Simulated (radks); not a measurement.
Results of a calculation; reference values are marked as such.
Re4+, 71 electrons, occupied as [Kr] 4d10 4f14 5s2 5p5.75 5d3.25 (fractional occupations, a model configuration). Level of theory: Dirac Kohn-Sham, PBE, spin-unpolarised, spherical densities, finite nucleus; open shells are shared between the two j in proportion to 2j + 1; Fermi nuclear charge, rms radius 5.3698 fm (a radial shooting solver on a logarithmic mesh with Libxc functionals).

Normalised radial functions P(r) = r R(r) (large component), r in bohr:

r            5p1/2   4f5/2    5d3/2
0.0006681   0.0045  0.0000   0.0000
0.000891    0.0061  0.0000   0.0000
0.001179    0.0082  0.0000   0.0000
0.001572    0.0112  0.0000   0.0000
0.002097    0.0156  0.0000   0.0001
0.002775    0.0217  0.0000   0.0002
0.003701    0.0308  0.0000   0.0003
0.004936    0.0441  0.0000   0.0006
0.006531    0.0626  0.0000   0.0012
0.008711    0.0893  0.0001   0.0025
0.01162     0.1255  0.0002   0.0052
0.01537     0.1698  0.0005   0.0102
0.0205      0.2207  0.0014   0.0202
0.02713     0.2638  0.0036   0.0381
0.03618     0.2782  0.0095   0.0695
0.04826     0.2277  0.0239   0.1189
0.06386     0.0884  0.0559   0.1829
0.08517    -0.1365  0.1250   0.2497
0.1136     -0.3481  0.2571   0.2776
0.1503     -0.3754  0.4689   0.2125
0.2005     -0.0980  0.7692   0.0179
0.2674      0.3593  1.0901  -0.2478
0.3538      0.5864  1.3067  -0.4128
0.4718      0.2719  1.3189  -0.3163
0.6293     -0.4369  1.1090   0.0581
0.8327     -0.9972  0.7865   0.5119
1.111      -1.0745  0.4561   0.8339
1.481      -0.7304  0.2103   0.8682
1.96       -0.3317  0.0752   0.6593
2.614      -0.0910  0.0180   0.3574
3.486      -0.0136  0.0026   0.1288
4.613      -0.0010  0.0002   0.0281

5p1/2: eigenvalue -99.350 eV, 3 radial nodes at r = 0.0721, 0.214, 0.531 bohr, <r> = 1.12 bohr, 90 % of the charge inside 1.62 bohr. 4f5/2: eigenvalue -89.089 eV, 0 radial nodes, <r> = 0.574 bohr, 90 % of the charge inside 0.942 bohr. 5d3/2: eigenvalue -46.896 eV, 2 radial nodes at r = 0.205, 0.607 bohr, <r> = 1.57 bohr, 90 % of the charge inside 2.35 bohr.
